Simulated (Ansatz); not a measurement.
`C[Si](N)(F)BO`, relaxed with RKS PBE0-D4/def2-TZVP in the Gaussian-basis code of Ansatz from a PBE-D4/def2-SVP geometry. The force threshold is 0.005 eV/Å; the program also tests the step.

The species carries charge 0 and has multiplicity 1.

Start:

```xyz
13

C     1.249    1.274    0.781
Si   -0.283    0.341    0.222
N    -0.622   -0.922    1.359
F    -1.487    1.494    0.159
B    -0.236   -0.498   -1.627
O    -0.848   -1.709   -1.766
H     1.101    1.705    1.793
H     1.471    2.114    0.092
H     2.136    0.609    0.818
H    -1.293   -1.647    1.094
H    -0.650   -0.747    2.366
H     0.277    0.030   -2.608
H    -0.816   -2.043   -2.683
```

| step | energy (eV) | largest force (eV/Å) | largest move (Å) |
| --- | --- | --- | --- |
| 1 | -15954.6811 | 1.158 | 0.000 |
| 2 | -15954.7420 | 0.715 | 0.023 |
| 3 | -15954.7560 | 0.245 | 0.034 |
| 4 | -15954.7592 | 0.107 | 0.030 |
| 5 | -15954.7605 | 0.051 | 0.011 |
| 6 | -15954.7609 | 0.043 | 0.005 |
| 7 | -15954.7615 | 0.019 | 0.014 |
| 8 | -15954.7616 | 0.016 | 0.005 |
| 9 | -15954.7616 | 0.005 | 0.004 |

End:

```xyz
13

C     1.232    1.259    0.775
Si   -0.298    0.354    0.229
N    -0.653   -0.878    1.352
F    -1.452    1.492    0.155
B    -0.242   -0.488   -1.618
O    -0.829   -1.700   -1.767
H     1.103    1.666    1.782
H     1.449    2.096    0.106
H     2.099    0.594    0.788
H    -1.255   -1.643    1.094
H    -0.630   -0.738    2.349
H     0.266    0.031   -2.581
H    -0.791   -2.043   -2.665
```

It took 15 s on 2 threads of an AMD EPYC 7R13 on a shared host and a share of an NVIDIA H100 80 GB, with 0.97 GiB of host memory at the peak.
